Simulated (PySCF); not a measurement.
Simulated absorption spectrum

C6H6N2.
SMILES: `C/C(=C/C#N)CC#N`

Theory: TDDFT PBE0/def2-SVPD, vertical, gas phase, core orbitals frozen in the response (PySCF). One conformer (not necessarily the lowest) at the GFN2-xTB geometry, without solvent, vibrations or thermal averaging. Torsions of this conformer, `[CH3:1]/[C:2](=[CH:3]/[C:4]#[N:5])[CH2:6][C:7]#[N:8]`: C1–C2–C6–C7 -65°.

Computed states:

```csv
state,E (eV),f
S1,6.09,0.438
S2,6.35,0.0034
S3,6.85,0.0009
S4,6.85,0.0036
S5,6.96,0.0027
S6,7.37,0.0041
```

Each state is given a Gaussian of 0.3 eV full width at half maximum, with ε(max) = 2.175×10⁸ f / Δν̃ (Δν̃ the width in cm⁻¹). The cross-section is σ = 3.8235×10⁻²¹ ε cm², given in Mb (10⁻¹⁸ cm²). The width is an assumption, not a result. The curve ends short of the highest state used, and states not computed would add to its high-energy end.

(1) Give the broadened spectrum and its maxima.

(2) On this curve, what absorbance would a 10⁻³ mol/L sample give at 193 nm over a 1 cm path?

## Answers

(1) 
```json
{"λ (nm)": "183.1", "σ (Mb)": "1.56"}
{"λ (nm)": "183.8", "σ (Mb)": "1.31"}
{"λ (nm)": "184.4", "σ (Mb)": "1.10"}
{"λ (nm)": "185.1", "σ (Mb)": "0.88"}
{"λ (nm)": "185.8", "σ (Mb)": "0.69"}
{"λ (nm)": "186.4", "σ (Mb)": "0.57"}
{"λ (nm)": "187.1", "σ (Mb)": "0.48"}
{"λ (nm)": "187.8", "σ (Mb)": "0.45"}
{"λ (nm)": "188.4", "σ (Mb)": "0.49"}
{"λ (nm)": "189.1", "σ (Mb)": "0.62"}
{"λ (nm)": "189.8", "σ (Mb)": "0.87"}
{"λ (nm)": "190.4", "σ (Mb)": "1.23"}
{"λ (nm)": "191.1", "σ (Mb)": "1.89"}
{"λ (nm)": "191.8", "σ (Mb)": "2.92"}
{"λ (nm)": "192.4", "σ (Mb)": "4.23"}
{"λ (nm)": "193.1", "σ (Mb)": "6.44"}
{"λ (nm)": "193.8", "σ (Mb)": "9.64"}
{"λ (nm)": "194.4", "σ (Mb)": "13.38"}
{"λ (nm)": "195.1", "σ (Mb)": "19.18"}
{"λ (nm)": "195.8", "σ (Mb)": "26.75"}
{"λ (nm)": "196.4", "σ (Mb)": "34.79"}
{"λ (nm)": "197.1", "σ (Mb)": "46.00"}
{"λ (nm)": "197.8", "σ (Mb)": "59.04"}
{"λ (nm)": "198.4", "σ (Mb)": "71.41"}
{"λ (nm)": "199.1", "σ (Mb)": "86.69"}
{"λ (nm)": "199.8", "σ (Mb)": "102.16"}
{"λ (nm)": "200.4", "σ (Mb)": "114.87"}
{"λ (nm)": "201.1", "σ (Mb)": "128.21"}
{"λ (nm)": "201.8", "σ (Mb)": "139.05"}
{"λ (nm)": "202.4", "σ (Mb)": "145.75"}
{"λ (nm)": "203.1", "σ (Mb)": "150.08"}
{"λ (nm)": "203.8", "σ (Mb)": "150.37"}
{"λ (nm)": "204.4", "σ (Mb)": "147.46"}
{"λ (nm)": "205.1", "σ (Mb)": "140.65"}
{"λ (nm)": "205.8", "σ (Mb)": "130.75"}
{"λ (nm)": "206.4", "σ (Mb)": "120.37"}
{"λ (nm)": "207.1", "σ (Mb)": "106.81"}
{"λ (nm)": "207.7", "σ (Mb)": "94.56"}
{"λ (nm)": "208.4", "σ (Mb)": "80.24"}
{"λ (nm)": "209.1", "σ (Mb)": "66.51"}
{"λ (nm)": "209.7", "σ (Mb)": "55.60"}
{"λ (nm)": "210.4", "σ (Mb)": "44.18"}
{"λ (nm)": "211.1", "σ (Mb)": "34.34"}
{"λ (nm)": "211.7", "σ (Mb)": "27.20"}
{"λ (nm)": "212.4", "σ (Mb)": "20.31"}
{"λ (nm)": "213.1", "σ (Mb)": "14.86"}
{"λ (nm)": "213.7", "σ (Mb)": "11.18"}
{"λ (nm)": "214.4", "σ (Mb)": "7.88"}
{"λ (nm)": "215.1", "σ (Mb)": "5.45"}
{"λ (nm)": "215.7", "σ (Mb)": "3.91"}
{"λ (nm)": "216.4", "σ (Mb)": "2.60"}
{"λ (nm)": "217.1", "σ (Mb)": "1.71"}
{"λ (nm)": "217.7", "σ (Mb)": "1.17"}
{"λ (nm)": "218.4", "σ (Mb)": "0.74"}
{"λ (nm)": "219.1", "σ (Mb)": "0.46"}
{"λ (nm)": "219.7", "σ (Mb)": "0.30"}
```

Maxima: 203 nm (6.09 eV), ε about 39000, made up of S1 (100%) (ε in L mol⁻¹ cm⁻¹; maxima over ε = 5, shares over 10%). At its high-energy end, 6.77 eV, the curve is still rising (ε about 410, from S3, S4 and S5).

(2) 193 nm is 6.424 eV, where ε is about 1600 L mol⁻¹ cm⁻¹, so A = ε c l ≈ 1.6 (Beer–Lambert, with the gas-phase spectrum and the assumed width).

Time: 37 s of wall time (grids of density and orbitals included); peak memory 0.86 GiB. Hardware: one thread, Arm Neoverse V1 (aarch64), shared host with 32 logical CPUs at a one-minute load of 18.
